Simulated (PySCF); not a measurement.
## Ionisation energy of Te⁴³⁺ by level of theory

Te⁴³⁺ [He] 2s2 2p5 (2P) → Te⁴⁴⁺ [He] 2s2 2p4 (3P), as a difference of total energies. All numbers are calculated (PySCF 2.14, the non-relativistic Hamiltonian (point nucleus), in an uncontracted even-tempered set (17 s from 19 bohr⁻², ratio 2.2; 11 p from 25 bohr⁻², ratio 2.2; 6 d from 100 bohr⁻², ratio 2.4; 5 f from 150 bohr⁻², ratio 2.4; 4 g from 230 bohr⁻², ratio 2.4)). Correlated levels: nothing frozen; virtual orbitals above 40 to 60 times the deepest correlated orbital energy dropped. The calculations carry no spin-orbit coupling.

```
                 method  ionisation energy (eV)
                    UHF                  7209.3
                    LDA                  7206.4
                    PBE                  7208.9
                   PBE0                  7209.5
                 r2SCAN                  7212.4
                  B97-3                  7209.5
                 PBEsol                  7206.9
    MP2 (all electrons)                  7210.9
SCS-MP2 (all electrons)                  7210.9
```

Spin-orbit coupling is strong in these open shells (close to jj coupling). The scalar numbers leave it out and a first-order estimate fails, so it can dominate the gap to the real levels.

The gap to the reference is mostly relativistic.

For comparison: 7243 ± 4 eV (theoretical estimate listed by NIST; NIST Atomic Spectra Database, ionization energies).
